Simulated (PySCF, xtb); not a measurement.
1-methyl-3-methylideneazetidine (C5H9N), SMILES C=C1CN(C)C1.

Harmonic wavenumbers (cm⁻¹) from GFN2-xTB (xtb 6.7.1) at its own minimum, in rising order: 90, 211, 273, 333, 393, 399, 630, 645, 853, 886, 916, 935, 986, 1015, 1017, 1057, 1080, 1159, 1190, 1201, 1201, 1252, 1278, 1407, 1411, 1448, 1457, 1489, 1490, 1792, 2823, 2872, 2874, 2954, 2956, 3009, 3010, 3100, 3124.

Q: What does B3LYP-D3(BJ)/def2-SVP in PySCF give at its own minimum? (The exact figures need the calculation; the answer reports its results.)

A: 102, 232, 277, 319, 407, 413, 630, 664, 798, 906, 908, 954, 967, 1001, 1054, 1113, 1123, 1180, 1205, 1228, 1238, 1301, 1334, 1425, 1435, 1459, 1459, 1473, 1490, 1791, 2898, 2932, 2943, 3043, 3044, 3057, 3106, 3134, 3227. Paired by order, the mean absolute difference is 34 cm⁻¹ and the zero-point energies are 80.4 and 81.9 kcal/mol.
